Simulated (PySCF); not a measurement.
## Relaxation of singlet LaOCl

All numbers come from PySCF, PBE0, basis La def2-TZVP with ECP46, O def2-TZVP, Cl def2-TZVP (scalar-relativistic core potentials, no spin–orbit coupling, density fitting). A (50,194) grid was used.

A hand-made bent start, of Cs symmetry, held to at least that symmetry:

```xyz
3
charge 0 multiplicity 1, angstrom
La   -0.2857    0.0000   -0.3894
O    -1.8912    0.0000    0.7348
Cl    1.9997    0.0000    1.2109
```

Question: What does it relax to?

Answer: It ends at Cs with La–Cl 2.667 Å, La–O 1.914 Å; Cl–La–O 113.0° (after a last refinement on a finer grid). A frequency run shows a minimum.

Question: How much energy is released, and in how many steps?

Answer: 10.5 kJ/mol in 4 steps.
